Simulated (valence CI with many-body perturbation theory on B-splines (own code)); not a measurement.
Tl⁴¹⁺: what the settings do

Calculated by relativistic CI+MBPT: four valence electrons over a frozen Dirac-Fock core [Kr], a basis of 6 s, 6 p, 5 d, 5 f, 1 g functions for each j, with the one-electron correlation potential Σ1, the two-electron term Σ2, the three-electron term Σ3, Breit, model QED; selected CI, second order for the rest, scaled by the run's own slope (own B-spline code, finite nucleus).

The last digits are not significant, and no measured levels were compared; by estimate large intervals hold to a few tenths of a per cent, small ones and those within an open d or f shell to about a per cent. Only levels of the ground parity were solved; by the run's estimate the other parity begins above the list, which can be wrong where configurations are misplaced.

The reference run has the lowest level (4d3/2^4) J=0 and an ionisation energy of 2015.20 eV. Its largest variational space holds 8666 state functions.

Levels are named by their leading jj configuration (3d3/2^4 stands for four electrons in 3d with j = 3/2), which in mixed levels can hold well under half, so a name can repeat and another be missing. Letters in brackets count levels of one name in rising energy.

```
                    Level  Reference (cm⁻¹)  Shift (cm⁻¹)
      (4d3/2^3 4d5/2) J=1            205231         +4614
      (4d3/2^3 4d5/2) J=4            251180         +6084
      (4d3/2^3 4d5/2) J=2            257918         +5418
      (4d3/2^3 4d5/2) J=3            269802         +5486
(4d3/2^2 4d5/2^2) J=0 [a]            442767         +8917
(4d3/2^2 4d5/2^2) J=2 [a]            444996         +9113
(4d3/2^2 4d5/2^2) J=4 [a]            455231        +10441
(4d3/2^2 4d5/2^2) J=3 [a]            459517         +9819
    (4d3/2^2 4d5/2^2) J=5            476643        +11112
    (4d3/2^2 4d5/2^2) J=6            489775        +12103
    (4d3/2^2 4d5/2^2) J=1            490337         +9546
(4d3/2^2 4d5/2^2) J=3 [b]            503144        +10127
```

The ionisation energy moves by +1.51 eV.

(1) Which of these changes was made?
A. Breit term on → off
B. scale of Σ1 1 → 3
C. correlating orbitals by l 3 3 3 3 1 → 2 3 2 4 1
D. lowest core n in screening and Σ2 2 → 3

## Answers

(1) A. Breit term on → off.
